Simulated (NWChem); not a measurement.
System: BClF2; SMILES FB(Cl)F

All runs: NWChem. Geometry: optimised at PBE0/def2-SVP. Ions are spin-unrestricted doublets at the neutral geometry; other ion states weren't tried.

Problem. What does the run give for CAM-B3LYP/def2-SVP? Quantities: vertical ionisation energy, ΔSCF (eV); −ε(HOMO) (eV).

Solution. vertical ionisation energy, ΔSCF (eV): 12.83
−ε(HOMO) (eV): 11.05
